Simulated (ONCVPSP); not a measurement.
# An all-electron radial function and its pseudo partner (carbon (C))

Columns: radius, all-electron u(r) and pseudo u(r) of the 2p shell (level -5.23 eV) of carbon in the configuration [He] 2s2 2p2; PBEsol, scalar-relativistic, ONCV scheme, ONCVPSP 4.0.1.

| r (bohr) | all-electron | pseudo |
| --- | --- | --- |
| 0.132 | 0.0752 | 0.0234 |
| 0.265 | 0.2155 | 0.0907 |
| 0.398 | 0.3557 | 0.1926 |
| 0.530 | 0.4734 | 0.3142 |
| 0.663 | 0.5657 | 0.4419 |
| 0.795 | 0.6323 | 0.5589 |
| 0.928 | 0.6760 | 0.6555 |
| 1.060 | 0.6996 | 0.7230 |
| 1.193 | 0.7076 | 0.7604 |
| 1.325 | 0.7032 | 0.7692 |
| 1.458 | 0.6896 | 0.7551 |
| 1.590 | 0.6694 | 0.7250 |
| 1.723 | 0.6443 | 0.6856 |
| 1.855 | 0.6163 | 0.6432 |
| 1.988 | 0.5862 | 0.6012 |
| 2.120 | 0.5554 | 0.5623 |
| 2.252 | 0.5242 | 0.5266 |
| 2.385 | 0.4931 | 0.4936 |
| 2.518 | 0.4625 | 0.4626 |
| 2.650 | 0.4332 | 0.4332 |
| 2.782 | 0.4049 | 0.4049 |
| 2.915 | 0.3776 | 0.3776 |
| 3.048 | 0.3518 | 0.3518 |
| 3.180 | 0.3274 | 0.3274 |
| 3.312 | 0.3045 | 0.3045 |
| 3.445 | 0.2828 | 0.2828 |

(1) How many radial nodes do the two functions have?

(2) At about which radius was the pseudo-wave matched?

(3) Is the pseudo-wave norm-conserving?

Results:

(1) The all-electron 2p function has n − l − 1 = 0; the pseudo-wave has 0.

(2) 2.65 bohr, where the columns begin to agree (steps of 0.13 bohr).

(3) Yes: the ONCV scheme keeps the norm inside the radius equal to the all-electron one, which fixes the energy derivative of the logarithmic derivative at the level.
